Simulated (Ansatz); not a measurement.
Geometry optimisation, RKS PBE-D4/def2-SVP (Ansatz 0.2.0).

The input (input.yaml):

```yaml
crystal:
  periodic: [false, false, false]
  atoms:
    - { symbol: Si, position_ang: [0.0, 0.0, 0.0] }
    - { symbol: Cl, position_ang: [0.0, 0.0, 2.48] }
    - { symbol: Cl, position_ang: [2.0086, 0.0, -0.7093] }
    - { symbol: Cl, position_ang: [-1.0032, 1.7381, -0.7093] }
    - { symbol: Cl, position_ang: [-1.0032, -1.7381, -0.7093] }
    - { symbol: Br, position_ang: [-2.4768, 0.0, 0.823] }
    - { symbol: H, position_ang: [-1.4158, 0.0, 2.0742] }
basis:
  gaussian: { orbitals: def2-SVP }
hamiltonian:
  xc: pbe
  dispersion: d4
relax:
  f_tol: 0.15
  max_steps: 25
  restrain:
    - { distance: [0, 5], at: 2.31, k: 30.0 }
    - { distance: [6, 1], at: 1.37, k: 30.0 }
    - { distance: [0, 1], at: 3.33, k: 30.0 }
    - { distance: [6, 5], at: 2.75, k: 30.0 }
```

Run as:

```bash
$ ansatz run input.yaml --threads 4 --pin off --max-ram 5120MiB --backend cpu --events-out ev --progress --plain --runs-dir out
```

Where does it end, and by what steps?

The run converged. The restraints hold the end off the free minimum; the threshold counts their pulls, which the force column leaves out. Restrained pairs: Si1–Br6 (2.61 → 2.29 Å), Cl2–H7 (1.47 → 1.34 Å), Si1–Cl2 (2.48 → 3.36 Å), Br6–H7 (1.64 → 2.75 Å). After 8 steps the energy has fallen by 2.744 eV (the restraints' own energy left out); H7 moved furthest, 1.25 Å.

| step | energy less start (eV) | largest force component (eV/Å) | accepted |
| --- | --- | --- | --- |
| 0 | 0.0000 | 3.228 | yes |
| 1 | 0.1151 | 3.109 | yes |
| 2 | 0.1346 | 2.800 | yes |
| 3 | -0.7965 | 1.935 | yes |
| 4 | -1.5288 | 1.260 | yes |
| 5 | -1.9499 | 1.268 | yes |
| 6 | -2.2970 | 1.258 | yes |
| 7 | -2.5980 | 1.120 | yes |
| 8 | -2.7436 | 1.074 | yes |

```xyz
7
Properties=species:S:1:pos:R:3
Si -0.522 0.000 -0.466
Cl 0.174 0.000 2.819
Cl 1.470 0.000 0.042
Cl -0.769 1.680 -1.640
Cl -0.769 -1.680 -1.640
Br -2.393 0.000 0.857
H -1.083 0.000 3.276
```

Run time: 9 s on 4 threads of Intel(R) Xeon(R) 6975P-C (Granite Rapids) (shared host), peak memory 0.23 GiB.
